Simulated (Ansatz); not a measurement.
The same molecule with X = Al, Ga, In. Ansatz, PBE0-D4/def2-TZVP geometries, multiplicity 1. Each molecule was computed in one conformer, which needn't be the lowest.

Elements past krypton have def2 core potentials. Scalar relativity is left out up to krypton.

```json
{"X": "Ga", "molecule": "`[OH][Ga]([Cl])[Br]`", "mean X–Br bond length / Å": "2.267", "mean X–Cl bond length / Å": "2.112", "mean X–O bond length / Å": "1.766", "ideal-gas entropy at 298 K and 1 bar (rigid rotor, harmonic PBE0-D4/def2-TZVP) / J/(mol·K)": "347", "LUMO energy (B3LYP/def2-TZVPP) / eV": "-2.00", "HOMO energy (ωB97M-V/def2-TZVPP) / eV": "-11.13"}
{"X": "In", "molecule": "`[OH][In]([Cl])[Br]`", "mean X–Br bond length / Å": "2.427", "mean X–Cl bond length / Å": "2.310", "mean X–O bond length / Å": "1.962", "ideal-gas entropy at 298 K and 1 bar (rigid rotor, harmonic PBE0-D4/def2-TZVP) / J/(mol·K)": "363", "LUMO energy (B3LYP/def2-TZVPP) / eV": "-2.91", "HOMO energy (ωB97M-V/def2-TZVPP) / eV": "-11.03"}
```

Give the row for X = Al, `[OH][Al]([Cl])[Br]`. (Best estimate.)

The calculation gave: 
| X | molecule | mean X–Br bond length / Å | mean X–Cl bond length / Å | mean X–O bond length / Å | ideal-gas entropy at 298 K and 1 bar (rigid rotor, harmonic PBE0-D4/def2-TZVP) / J/(mol·K) | LUMO energy (B3LYP/def2-TZVPP) / eV | HOMO energy (ωB97M-V/def2-TZVPP) / eV |
| --- | --- | --- | --- | --- | --- | --- | --- |
| Al | `[OH][Al]([Cl])[Br]` | 2.238 | 2.071 | 1.678 | 335 | -1.35 | -11.05 |

From Al to In the mean X–Br bond length rises at each step, by 0.189 Å in all; the mean X–Cl bond length rises at each step, by 0.239 Å in all; the mean X–O bond length rises at each step, by 0.284 Å in all; the ideal-gas entropy at 298 K and 1 bar (rigid rotor, harmonic PBE0-D4/def2-TZVP) rises at each step, by 28 J/(mol·K) in all; the LUMO energy (B3LYP/def2-TZVPP) falls at each step, by 1.56 eV in all; the HOMO energy (ωB97M-V/def2-TZVPP) isn't monotonic: highest at In, lowest at Ga. Bonds lengthen as the atom grows down the group.

B3LYP here is the variant with VWN-RPA as its local correlation; programs differ in this.

Spin–orbit coupling is left out; it splits and shifts lone-pair levels of the heavy atoms by tenths of an eV.
